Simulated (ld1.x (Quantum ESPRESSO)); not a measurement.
**What one change does to a pseudopotential (Ag, TM)**

Ag (Z = 47), norm-conserving Troullier–Martins (Kleinman–Bylander form), made with ld1.x (Quantum ESPRESSO) 7.5 (LDA (PZ), fully relativistic). Core [Ar] 3d10, reference 4s2 4p6 4d10 5s0 5p0 (charge +1). Waves: 4p (bound): rc 1.20 bohr; 4d (bound): rc 1.35 bohr; 4s (bound): rc 1.35 bohr. Local part: the s channel. Core correction: Bessel-smoothed model core, default radius (core density twice the valence density).

Open shells are filled in proportion to 2j + 1 (rel_dist='average').

Change: wave 4p (bound): rc 1.20 bohr becomes 4p (bound): rc 1.62 bohr.

Cutoffs: the cutoffs (Ry, on a coarse ladder) from which the occupation-weighted sum of valence levels, in a spherical-Bessel basis at the reference potential, stays within 10 and 1 mRy of its value at 400 Ry; they do not see the model core or the augmentation charge, which bear on the density cutoff. Errors are all-electron minus pseudo energies relative to the spin-unpolarised reference configuration.

**Question.** What does the change do?

**Answer.** The errors of the 7 common tests hardly move; neither file shows a bound ghost.

| quantity | base | changed |
| --- | --- | --- |
| cutoffs, loose and tight | not determined | 90 Ry, 140 Ry |
| bound ghosts | none | none |
| error for 4s2 4p6 4d10 5s1 5p0, meV [ΔE -8.10 eV] | +848 | +848 |
| error for 4s2 4p6 4d9 5s0 5p0, meV [ΔE 22.38 eV] | +13 | +13 |
| error for 4s2 4p6 4d8 5s0 5p0, meV [ΔE 58.82 eV] | +68 | +71 |
| error for 4s2 4p6 4d10 5s0.5 5p0, meV [ΔE -4.92 eV] | +490 | +490 |
| error for 4s2 4p6 4d9 5s1 5p1, meV [ΔE 0.46 eV] | +1322 | +1400 |
| error for 4s2 4p6 4d9 5s2 5p0, meV [ΔE -4.14 eV] | +2086 | +2085 |
| error for 4s1 4p6 4d10 5s1 5p0, meV [ΔE 93.96 eV] | +1429 | +1444 |
